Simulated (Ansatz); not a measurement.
Geometry optimisation, RKS PBE0/def2-SVP in Ansatz 0.2.0.

Input:

```yaml
crystal:
  periodic: [false, false, false]
  atoms:
    - { symbol: Ga, position_ang: [-0.955508, 1.381128, -0.060839] }
    - { symbol: "N", position_ang: [0.704627, -1.361897, 0.043385] }
    - { symbol: Cl, position_ang: [-1.858492, 1.303209, -1.981961] }
    - { symbol: Cl, position_ang: [-2.120993, 1.300139, 1.713482] }
    - { symbol: H, position_ang: [1.456111, -0.676067, 0.118667] }
    - { symbol: Cl, position_ang: [1.175722, 1.944662, 0.093278] }
    - { symbol: H, position_ang: [0.733649, -1.965034, 0.860816] }
    - { symbol: H, position_ang: [0.864883, -1.92614, -0.786728] }
basis:
  gaussian: { orbitals: def2-SVP }
hamiltonian:
  xc: pbe0
relax:
  f_tol: 0.03
  max_steps: 50
```

Command:

```bash
$ ansatz run input.yaml --threads 2 --pin off --max-ram 3072MiB --backend cpu --events-out ev --progress --plain --runs-dir out
```

Q: Where does it end, and by what steps?

A: The forces met the threshold. After 8 steps the energy has fallen by 1.189 eV; H7 moved furthest, 0.75 Å. Joined: Ga1–N2 (3.21 → 2.07 Å).

```csv
step,energy less start (eV),largest force component (eV/Å),accepted
0,0.0000,1.225,yes
1,-0.2849,0.709,yes
2,-0.6336,0.847,yes
3,-0.9298,0.335,yes
4,-1.0448,1.659,yes
5,-1.0911,0.995,yes
6,-1.1700,0.315,yes
7,-1.1886,0.045,yes
8,-1.1890,0.006,yes
```

```xyz
8
Properties=species:S:1:pos:R:3
Ga -0.480 0.902 -0.030
N 0.491 -0.926 0.031
Cl -1.464 0.755 -1.951
Cl -1.732 0.736 1.726
H 1.500 -0.784 0.109
Cl 1.215 2.241 0.100
H 0.172 -1.468 0.835
H 0.299 -1.456 -0.821
```

The run took 43 s on 2 threads of Arm Neoverse V1, on a shared host, peak memory 0.31 GiB.
